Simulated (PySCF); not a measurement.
Identify the compound

The spectra below were simulated for a compound C3H10F2N2Si.

¹H NMR (400 MHz, computed): δ 6.23 (m, 1H), 4.95 (m, 1H), 2.72 (s, 6H), 0.78 (br s, 2H).

¹³C{¹H} NMR (computed): δ 126.3 (CH), 40.3 (CH3).

Computed data (PySCF 2.14.0 with density-fitted response routines): PBE0/pcSseg-1 with gauge-including orbitals, GFN2-xTB structure. Isolated molecule, single conformer, one averaged value for each set of equivalent atoms, non-relativistic.

Chemical shifts δ = σref − σ; ¹H (31.72 ppm) and ¹³C (186.93 ppm) against TMS, all at this level.

Task: What is the structure?

Result: 
1. The formula gives 0 degrees of unsaturation.
2. 2 carbon signals for 3 carbons: some carbons are equivalent by symmetry or fast rotation.
3. Carbon types of the structure: 1 × CH, 2 × CH3, leaving 3 H on heteroatoms.
4. δC 126.3: sp3 CH bonded to 2 F and Si; 2 electronegative neighbours deshield it.
5. δC 40.3: methyl carbon bonded to N; deshielded by the electronegative neighbour.
6. δH 6.23: hydrogen on an sp3 CH bonded to 2 F and Si; its carbon carries F, which withdraws density.
7. δH 4.95: hydrogen on a silicon bonded to C, 2 N.
8. δH 2.72: hydrogen on a methyl carbon bonded to N; its carbon carries N, an electronegative neighbour.
9. δH 0.78: hydrogen on a nitrogen bonded to Si; exchangeable, gas-phase position.

These data were computed for `CN(C)[Si@@H](N)C(F)F`.

This is the structure that produced the data.

The OH or NH signal is concentration- and solvent-dependent in practice; the value given is the gas-phase one. Splittings by ¹⁹F in the carbon and heteronuclear signals aren't shown, as no couplings were computed. Shifts are as computed. Against solution values, carbons near 30 ppm lie about +3 ppm off and those near 130 ppm about +5 ppm. Of 1211 compounds with measured shifts, 218 miss one by over three times the rms of a fit or turn the order of signals round; such compounds aren't used in these exercises. Multiplicities follow the n + 1 count of equivalent neighbours, as no J values were calculated; m marks all less simple cases, F and P coupling included.
